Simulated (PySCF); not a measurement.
Problem. Write Cartesian coordinates for `CO[C@@H]1CCC[C@H]1C#N` as optimised with PBE0-D3(BJ)/def2-SVP.

Solution. 
```xyz
20
C7H11NO angstrom
C      2.695    0.941   -0.217
O      1.494    0.805   -0.918
C      0.600   -0.108   -0.356
C     -0.573   -0.340   -1.320
C     -1.776    0.380   -0.713
C     -1.572    0.192    0.785
C     -0.066    0.448    0.949
C      0.504   -0.074    2.180
N      0.965   -0.516    3.147
H      3.346    1.608   -0.799
H      3.205   -0.033   -0.088
H      2.554    1.383    0.788
H      1.129   -1.054   -0.131
H     -0.777   -1.418   -1.395
H     -0.295    0.017   -2.321
H     -1.744    1.453   -0.963
H     -2.740   -0.012   -1.068
H     -2.178    0.861    1.413
H     -1.808   -0.843    1.080
H      0.108    1.538    0.929
```

Orientation and origin are arbitrary. Atoms count from 1 in this order. Of the pairs four or more bonds apart, C7···H12 is among the closest relative to their van der Waals radii: 2.79 Å, 96 % of the sum of Bondi's values. The 6 C–C bonds span 1.454 Å (C7–C8, drawn single) to 1.567 Å (C3–C7, drawn single), a spread of 0.113 Å. The 5-membered ring C3–C4–C5–C6–C7 has internal angles of 102.5° to 106.3°; it is puckered, 0.18 Å rms from its mean plane, widest ring torsion 43°.

Bonds between heavy atoms (Å): C1–O2 1.398, O2–C3 1.396, C3–C4 1.535, C4–C5 1.527, C5–C6 1.524, C6–C7 1.537, C7–C8 1.454, C8≡N9 1.158, C3–C7 1.567.

Theory: PySCF 2.14.0, PBE0-D3(BJ)/def2-SVP geometry optimisation, gas phase.

Point group: C1 (no symmetry element, even within 0.4 Å). PBE0-D3(BJ)/def2-SVP frequencies: not computed here. The numbers are those of one conformer (C1–O2–C3–C4 -171°, O2–C3–C4–C5 -107°, C3–C4–C5–C6 -35°, C4–C5–C6–C7 43°, C5–C6–C7–C8 -161°).

Rough CPU time on one thread of a shared machine: about 1.6 min. This is the geometry optimisation.
